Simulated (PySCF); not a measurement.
# Distorted geometries of [PbCl3]−

[PbCl3]− (singlet). PySCF 2.14.0, RKS B3LYP, Pb def2-SVP with ECP60, Cl def2-SVP; non-relativistic Hamiltonian with scalar-relativistic core potentials where named; density fitting; no spin-orbit coupling. Relaxed geometry:

```xyz
4

Pb    0.0000    0.0000    0.5091
Cl    2.3434    0.0000   -0.6606
Cl   -1.1717    2.0295   -0.6606
Cl   -1.1717   -2.0294   -0.6606
```

Q: Order these distorted geometries by energy above the relaxed one, lowest first.
A.
```xyz
4

Pb   -0.0964   -0.2167    0.4102
Cl    2.3034    0.0099   -0.5770
Cl   -1.1140    2.1346   -0.5227
Cl   -1.0930   -1.9279   -0.7832
```
B.
```xyz
4

Pb    0.0339   -0.2131    0.4266
Cl    2.5095   -0.2048   -0.6270
Cl   -1.2151    2.2958   -0.7547
Cl   -1.3283   -1.8779   -0.5176
```
C.
```xyz
4

Pb   -0.0428   -0.0054    0.5386
Cl    2.3478    0.0229   -0.7034
Cl   -1.1578    1.9812   -0.6903
Cl   -1.1472   -1.9987   -0.6176
```

A: C (0.04 eV), A (0.61 eV), B (0.79 eV).

Q: Which forces (eV/Å) act in the one that lies 0.79 eV up?

A: 
```
Pb   1.62  3.58  1.01
Cl  -0.40 -0.19  0.02
Cl   0.47 -1.04  0.45
Cl  -1.70 -2.36 -1.48
```
Forces carry noise of the integration grid, about 0.01 to 0.03 eV/Å.
